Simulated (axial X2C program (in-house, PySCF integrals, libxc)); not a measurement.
# MoSi at several levels of theory

Computed with an axial X2C code built on PySCF integrals. Spin-free means the one-electron spin-free X2C Hamiltonian; two-component (2c) means X2C with spin–orbit coupling and atomic mean-field two-electron Coulomb and Gaunt terms, so the difference of the two also holds small scalar two-electron terms. Basis: Mo dyall-cv3z [11s12p9d5f3g], Si dyall-v3z [8s7p2d1f] (cores contracted in-house); Gaussian nuclei, density fitting, unrestricted open shells. Masses: Mo 97.905 u, Si 27.977 u.

The run was started with this input:
```json
{"zs": [42, 14], "q": 0, "bas": ["dyall-cv3z", "dyall-v3z"], "levels": ["PBE0", "HF", "BLYP"], "cc": true, "r0": 2.54, "thr": -2.0, "nmax": 110, "npts": 10, "nst": 2, "ntry": 8}
```
```bash
python so2c.py task.json out
```

Keys: zs atomic numbers; q charge; bas basis sets; levels methods; cc coupled cluster on or off; r0 starting distance in Å; thr threshold in hartree for freezing inner shells (an s shell follows its p shell); nmax most natural virtual spinors; npts points on the curve; nst determinants followed; ntry starts of the search. HF also brings MP2.

State, spin-free: M_S = 2, Λ = 1 (beyond evenly filled blocks: σα, π+α, π+β, π-α, δ+α, δ-α); electrons by block: σα: 14, σβ: 13, π+α: 6, π+β: 6, π-α: 6, π-β: 5, δ+α: 2, δ+β: 1, δ-α: 2, δ-β: 1. Fragments: Mo + Si.

State, 2c: Ω = 3 (⟨Sz⟩ = 2.00, ⟨Lz⟩ = 1.00 at PBE0); electrons by block: 1/2: 20, -1/2: 19, 3/2: 7, -3/2: 7, 5/2: 2, -5/2: 1. Fragments: Mo + Si.

```json
{"Hamiltonian": "spin-free", "level": "PBE0", "Re (Å)": "2.364", "ωe (cm⁻¹)": "320.8", "Be (cm⁻¹)": "0.1387", "αe (cm⁻¹)": "0.000984", "De (eV)": "1.90", "k (mdyn/Å)": "1.32", "μ (D)": "-2.68"}
{"Hamiltonian": "spin-free", "level": "CCSD", "Re (Å)": "2.406", "ωe (cm⁻¹)": "297.4", "Be (cm⁻¹)": "0.1339", "αe (cm⁻¹)": "0.000967", "De (eV)": "1.51", "k (mdyn/Å)": "1.13", "μ (D)": "n/a"}
{"Hamiltonian": "spin-free", "level": "CCSD(T)", "Re (Å)": "2.357", "ωe (cm⁻¹)": "330.9", "Be (cm⁻¹)": "0.1395", "αe (cm⁻¹)": "0.00102", "De (eV)": "1.78", "k (mdyn/Å)": "1.4", "μ (D)": "n/a"}
{"Hamiltonian": "spin-free", "level": "BLYP", "Re (Å)": "2.334", "ωe (cm⁻¹)": "384.3", "Be (cm⁻¹)": "0.1422", "αe (cm⁻¹)": "0.000789", "De (eV)": "2.60", "k (mdyn/Å)": "1.89", "μ (D)": "-1.95"}
{"Hamiltonian": "2c", "level": "PBE0", "Re (Å)": "2.361", "ωe (cm⁻¹)": "321.2", "Be (cm⁻¹)": "0.1389", "αe (cm⁻¹)": "0.000991", "De (eV)": "1.91", "k (mdyn/Å)": "1.32", "μ (D)": "-2.66"}
{"Hamiltonian": "2c", "level": "CCSD", "Re (Å)": "2.404", "ωe (cm⁻¹)": "297.5", "Be (cm⁻¹)": "0.1341", "αe (cm⁻¹)": "0.000973", "De (eV)": "1.53", "k (mdyn/Å)": "1.13", "μ (D)": "n/a"}
{"Hamiltonian": "2c", "level": "CCSD(T)", "Re (Å)": "2.355", "ωe (cm⁻¹)": "331.3", "Be (cm⁻¹)": "0.1397", "αe (cm⁻¹)": "0.00102", "De (eV)": "1.79", "k (mdyn/Å)": "1.41", "μ (D)": "n/a"}
```

Correlated methods: 18 electrons correlated (number of frozen shells: Mo 3 s, 2 p, 1 d; Si 2 s, 1 p), 264 virtual spin orbitals or spinors in MP2, 110 natural virtuals in coupled cluster.

Dipoles are positive if Si is the positive end.

The state is a single determinant with fixed occupations, the lowest that a limited PBE0 search found. Dissociation energies refer to the lowest single-determinant-based atoms at the same level and basis. Density functionals use the spin component along the axis (collinear). CCSD and (T) use frozen natural virtuals with an MP2 correction for the truncation; (T) itself is uncorrected, so its De runs slightly low. A 2c atom that is not at its ground J level misses part of its spin–orbit lowering, and De is too large by that part (0.04 eV or less for light atoms). This holds for PBE0, CCSD, CCSD(T). PBE0 can misorder states that lie within some tenths of an eV, so this need not be the ground state of the molecule. The nearest other spin-free determinant of the search, M_S = 2, Λ = 0, lies 0.08 eV up at the distance of the search. Without a current term, density functionals place determinants with orbital angular momentum somewhat too high. With several unpaired electrons one determinant need not be a pure state. A state of lower Ω lies just above, and one determinant can place such states too high, so the state shown need not be the lowest. The search has Ω = 1 only 0.03 eV up. Open-shell Ω = 0 determinants with evenly filled partner blocks cannot be reached by this program, so the Ω shown need not be the lowest component. At some level and bond length an empty orbital lies below a filled one. The determinant is spin-polarised beyond a pure state at some levels (its spin-free form has ⟨S²⟩ too high), which makes Re and μ there less reliable. The T1 diagnostic is large, a sign of multireference character.

No reliable constants came from BLYP (2c), HF (2c), HF (spin-free), MP2 (2c), MP2 (spin-free): no minimum in range, unconverged points, a curve that is not smooth, a change of character along it, or the two Hamiltonians disagreeing along it.

Rough cost a point (2c) on 1 thread(s) of a shared host, integrals apart: PBE0 0.8 s, CCSD(T) 21 s.

The whole task took 6.6 min on 1 thread of Arm Neoverse V1, on a shared host.
